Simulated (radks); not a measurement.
Question: Coherent X-ray form factor from a spherical all-electron density. All-electron calculation, Dirac Kohn-Sham, exchange-only LDA, spin-unpolarised, spherical densities, point nucleus. Program: a radial shooting solver on a logarithmic mesh with Libxc functionals.

| sin(theta)/lambda (1/angstrom) | f0 (electrons) |
|---|---|
| 0.05 | 64.392 |
| 0.1 | 62.661 |
| 0.15 | 60.054 |
| 0.2 | 56.893 |
| 0.25 | 53.493 |
| 0.3 | 50.100 |
| 0.4 | 43.886 |
| 0.5 | 38.683 |
| 0.6 | 34.351 |
| 0.8 | 27.539 |
| 1 | 22.633 |
| 1.25 | 18.625 |
| 1.5 | 16.113 |
| 2 | 12.610 |

The species is in the configuration that NIST lists as its ground one. Which atom or ion scatters so?

Answer: The erbium ion Er3+, [Xe] 4f11. Extrapolating in s^2 from the first two rows gives f0(0) = 65.0, near the electron count 65; among species with that count, the fall with angle is slower the higher Z, and the table is that of Z = 68; from so few rows the species is fixed only to a neighbour or two.
